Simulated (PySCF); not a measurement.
A species of formula C8H8 has this rotational fingerprint, computed with CAM-B3LYP/def2-SVPD in PySCF (dipole) on a GFN2-xTB geometry, gas phase:

| Quantity | Value |
| --- | --- |
| Rotational constants | A = 12567, B = 628.2, C = 626.1 MHz |
| Dipole components | \|μa\| = 0.17 D, \|μb\| = 0.05 D, \|μc\| = 0.22 D |
| Inertial defect | -37.60 u·Å² |
| κ | -1.00 |

Question: Which structure is it? (One computed conformer of each.)
A. bicyclo[2.2.2]octa-2,5,7-triene, `C1=CC2C=CC1C=C2`
B. `[CH:1]#[C:2][C:3]#[C:4][C:5](=[CH2:6])[CH2:7][CH3:8]` with C4–C5–C7–C8 -72°
C. `[CH:1]#[C:2][C:3](=[CH2:4])[C@@H:5]1[C@@H:6]2[CH2:7][C@H:8]12` with C2–C3–C5–C6 153°
D. `[CH:1]#[C:2][CH:3]=[C:4]=[C:5]=[CH:6][CH2:7][CH3:8]` with C5–C6–C7–C8 122°
E. 1-cyclopropylpenta-1,3-diyne, `C(#CC1CC1)C#CC`

Answer: E. It is CC#CC#CC1CC1. The candidates at the same level (rigid rotor, commonest isotopes):

```csv
SMILES,A (MHz),B (MHz),C (MHz),μa (D),μb (D),μc (D),Δ (u·Å²),point group,rotor
C1=CC2C=CC1C=C2,2976,2869,2868,0.00,0.00,0.00,-169.80,D3h,prolate symmetric top
C#CC#CC(=C)CC,4239,966.8,822.8,0.89,0.15,0.03,-27.74,C1,near-prolate asymmetric top
C#CC(=C)[C@@H]1[C@@H]2C[C@@H]21,4209,1544,1317,0.98,0.25,0.27,-63.62,C1,asymmetric top
CC#CC#CC1CC1,12567,628.2,626.1,0.17,0.05,0.22,-37.60,near Cs,–
C#CC=C=C=CCC,5560,730.5,669.0,1.54,0.10,0.12,-27.32,C1,near-prolate asymmetric top
```

`C#CC=C=C=CCC` has A 56 % too low; `C#CC#CC(=C)CC` has A 66 % too low; `C#CC(=C)[C@@H]1[C@@H]2C[C@@H]21` has B 146 % too high; `C1=CC2C=CC1C=C2` has C 358 % too high. No structure here is proved a minimum.
